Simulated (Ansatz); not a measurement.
Consider the substitution at a C–Se bond: `C[Se]C[SiH3]` + `[OH][GaH][SeH]` → `C[O][GaH][SeH]` + `[SiH3]C[SeH]`.

Computed with Ansatz on PBE0-D4/def2-TZVP structures; ΔE is electronic, products minus reactants. CCSD(T)/CBS is the MP2 limit (def2-TZVPP, def2-QZVPP) plus CCSD(T) − MP2 in def2-TZVPP, frozen cores. DFT in def2-TZVPP. B3LYP here is the variant with VWN-RPA as its local correlation; programs differ in this. For Ga, Se outer-core shells are correlated without core-valence functions, which leaves a few kJ/mol of doubt a bond. Scalar relativity is left out up to krypton. One conformer a species, not always the lowest.

`C[Se]C[SiH3]`:

Cartesian coordinates in Å:
```
C 0.683 -0.878 2.159
Se 0.979 0.494 0.818
C -0.371 -0.091 -0.454
Si -0.418 1.036 -1.954
H 1.387 -0.686 2.969
H 0.876 -1.864 1.739
H -0.334 -0.818 2.542
H -1.347 -0.086 0.037
H -0.144 -1.112 -0.770
H -1.456 0.543 -2.900
H 0.900 1.037 -2.640
H -0.755 2.424 -1.546
```

`[OH][GaH][SeH]`:

Z-matrix (Å, degrees):
```
Ga
Se 1 2.328
O 1 1.782 2 119.4
H 1 1.550 2 122.4 3 180.0
H 2 1.469 1 93.1 3 0.1
H 3 0.959 1 114.9 2 -0.1
```

`C[O][GaH][SeH]`:

Cartesian coordinates in Å:
```
C 0.176 1.453 -0.618
O 0.381 0.356 0.236
Ga -0.511 -1.177 0.076
Se 0.090 -2.753 1.657
H -0.149 2.322 -0.036
H 1.113 1.713 -1.121
H -0.581 1.265 -1.392
H -1.578 -1.365 -1.043
H 1.059 -1.815 2.242
```

`[SiH3]C[SeH]`:

Cartesian coordinates in Å:
```
Si 0.764 -0.520 -0.575
C -0.785 0.456 -0.176
Se -0.684 1.247 1.611
H 1.943 0.380 -0.564
H 0.645 -1.161 -1.915
H 0.946 -1.586 0.446
H -0.876 1.308 -0.853
H -1.695 -0.139 -0.262
H -0.258 0.014 2.287
```

```
 level  ΔE (kJ/mol)
PBE-D4         56.9
   PBE         56.3
 B3LYP         52.2
 BHLYP         51.3
```

(1) What does CCSD(T)/CBS give? (Estimate.)

Largest T1 diagnostic among the species: 0.013.

Answers

(1) Ansatz gave: +60.7 kJ/mol. The listed levels differ from it by -3.8, -4.4, -8.5, -9.4 kJ/mol.

Leaving LDA and LC-ωPBE aside and taking each functional with its dispersion term where it has one, the values, not all of them listed here, spread over 9.4 kJ/mol, from CAM-B3LYP-D4 to PBE-QIDH. LDA lies −5.8 kJ/mol from PBE without D4. At CCSD(T), def2-SVP lies −26.0 kJ/mol from the extrapolated value and def2-TZVPP −2.5 kJ/mol. In def2-TZVPP, CCSD(T) changes the Hartree–Fock value by +10.7 kJ/mol (the triples alone add +1.4 kJ/mol) and MP2 by +19.3 kJ/mol.

CCSD(T)/CBS has its own doubt, a few kJ/mol and more with outer-core shells, so smaller differences from it don't rank the levels.
